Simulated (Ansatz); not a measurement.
The pair A = PH3 (SMILES P) (first 4 atoms), B = AsH3 (SMILES [AsH3]); geometry from B3LYP-D3(BJ)/def2-TZVP.
(charge 0, multiplicity 1):
```csv
atom,x (Å),y (Å),z (Å)
P,-0.0237,0.1221,-0.4746
H,1.3881,-0.0020,-0.4601
H,-0.2378,-1.2642,-0.2726
H,-0.1115,0.0255,-1.8883
As,0.2154,0.3839,3.1491
H,0.3142,0.5102,4.6676
H,-1.2944,0.5842,3.1654
H,0.4730,1.8710,2.9437
```

Cores are frozen in the correlated methods. Filled d and f shells under p-block atoms count as core. MP2 and its Hartree–Fock in def2-QZVPPD are density fitted.

Programs: Ansatz (a first-principles code) with Gaussian orbitals. Values without a source in brackets are computed.

The counterpoise-corrected interaction energy is E(AB) − E(A in the pair's basis) − E(B in the pair's basis). Total energies (hartree):

```tsv
level	AB	A in the pair's basis	B in the pair's basis
HF/def2-TZVPPD	-2578.4145632	-342.4841809	-2235.9318446
MP2/def2-TZVPPD	-2578.7474775	-342.6554546	-2236.0901513
HF/def2-QZVPPD	-2578.4696936	-342.4941559	-2235.9769873
MP2/def2-QZVPPD	-2578.8247756	-342.6769560	-2236.1456190
CCSD(T)/def2-TZVPPD	-2578.8152567	-342.6908075	-2236.1230555
```

Task: Work out the counterpoise-corrected interaction energy at the basis-set limit: extrapolate the MP2 correlation part as X⁻³, take Hartree–Fock from the larger set, and add the CCSD(T) − MP2 difference of def2-TZVPPD.

Result: 
1. Differences (1 hartree = 627.509 kcal/mol): HF/def2-TZVPPD 0.918; MP2/def2-TZVPPD -1.175; HF/def2-QZVPPD 0.910; MP2/def2-QZVPPD -1.381; CCSD(T)/def2-TZVPPD -0.875.
2. Correlation parts, MP2 less HF: -2.092 in def2-TZVPPD (X = 3), -2.291 in def2-QZVPPD (X = 4).
3. Limit (4³·(-2.291) − 3³·(-2.092))/(4³ − 3³) = -2.435; with HF/def2-QZVPPD it gives -1.526.
4. CCSD(T) less MP2 in def2-TZVPPD: 0.300.
Result: -1.23 kcal/mol, against -1.17 at MP2/def2-TZVPPD. It is an estimate of this method's limit, not of the exact value.
